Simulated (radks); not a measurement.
The numbers below are computed, except where a source is named.
Valence configurations of O IV (all share [He]). Code: a radial shooting solver on a logarithmic mesh with Libxc functionals. Model: scalar-relativistic Kohn-Sham, r2SCAN, spin-unpolarised, spherical densities, finite nucleus; meta-GGA in the generalised Kohn-Sham scheme; Fermi nuclear charge, rms radius 2.6991 fm. Energies are relative to 2s2 2p1; eigenvalues in eV.

valence	E (eV)	e(2p)	e(2s)
2s2 2p1	0.000	-64.519	-80.503
2s1.5 2p1.5	8.000	-64.212	-80.223
2s1 2p2	16.002	-63.925	-79.909
2s0.5 2p2.5	23.972	-63.619	-79.504
2p3	31.876	-63.260	-

NIST lists [He] 2s2 2p1 as the ground configuration; this level of theory agrees among the configurations tried. The energies are those of spherical spin-averaged densities, not of single terms.
